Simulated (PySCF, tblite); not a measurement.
Isomers of C7H7FO. Level: GFN2-xTB in tblite, geometry and Hessian alike; calculated harmonic values, unscaled, isolated species. This tight-binding method is rough: wavenumbers can miss measured ones by several per cent, in bad cases by 10 to 20. One conformer each.

Electronic energies: PBE0-D3(BJ)/def2-SVP at its own geometries (PySCF, gas phase).

```
       SMILES  electronic energy, lowest = 0 (kJ/mol)
OCc1ccc(F)cc1                                     2.3
COc1ccc(F)cc1                                    22.5
  OCc1ccccc1F                                     0.0
```

Question: How do GFN2-xTB zero-point energies change the relative energies?

Answer: 
```tsv
SMILES	ZPE (kJ/mol)	of it from modes above 1550 cm⁻¹	electronic (kJ/mol)	with ZPE, lowest = 0 (kJ/mol)	lowest mode (cm⁻¹)	rings
OCc1ccccc1F	317.4	149.3	0.0	0.0	59	1
OCc1ccc(F)cc1	317.2	149.5	2.3	2.2	15	1
COc1ccc(F)cc1	317.2	146.8	22.5	22.3	84	1
```

The zero-point energies span 0.2 kJ/mol, from `COc1ccc(F)cc1` to `OCc1ccccc1F`. The order is unchanged.

Question: And how do the electronic energies of GFN2-xTB itself compare?

Answer: `OCc1ccccc1F` 16.2; `OCc1ccc(F)cc1` 18.3; `COc1ccc(F)cc1` 0.0 kJ/mol, lowest = 0. Against the energies above, taken from the same isomer `OCc1ccccc1F`, the largest difference is 38.7 kJ/mol. The two levels were optimised apart and needn't hold the same conformer.
